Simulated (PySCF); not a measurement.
C₃H₅BO₂, SMILES C1=COB(O)C1. Atoms are numbered in the order given.

```xyz
11

O     -0.1112    -2.1180     0.0000
B      0.0034    -0.7613     0.0000
C      1.2669     0.2158     0.0000
C      0.5491     1.5459     0.0000
C     -0.7837     1.3319     0.0000
O     -1.1679    -0.0008     0.0000
H      0.7572    -2.5543     0.0000
H      1.9270     0.0789    -0.8868
H      1.9270     0.0789     0.8868
H      1.0222     2.5373     0.0000
H     -1.6119     2.0548     0.0000
```

Geometry: PBE-D3(BJ)/def2-SVP. The values are those of a single conformer.

Two levels are set side by side: PBE/pcSseg-1 (PySCF) and B3LYP/pcSseg-1 (PySCF). GIAO shifts against BF3 (¹¹B), H2O (¹⁷O), TMS (¹H), TMS (¹³C) at the same level; non-relativistic, no solvent, atoms listed together averaged. Differences are taken from unrounded values.

```tsv
quantity	B3LYP	PBE	PBE minus B3LYP
δ(¹⁷O) of O1 (ppm)	132.7	141.4	8.7
δ(¹¹B) of B2 (ppm)	28.3	27.1	-1.2
δ(¹³C) of C3 (ppm)	20.0	20.9	0.9
δ(¹³C) of C4 (ppm)	118.1	115.6	-2.5
δ(¹³C) of C5 (ppm)	163.6	160.4	-3.2
δ(¹⁷O) of O6 (ppm)	230.6	244.4	13.9
δ(¹H) of H7 (ppm)	4.70	4.79	0.08
δ(¹H) of H8, H9 (ppm)	1.99	2.06	0.07
δ(¹H) of H10 (ppm)	5.81	5.80	-0.01
δ(¹H) of H11 (ppm)	7.14	7.15	0.01
```

Rough cost on one machine, each run with all the roots and properties that it gave: B3LYP against PBE within a factor of 2.
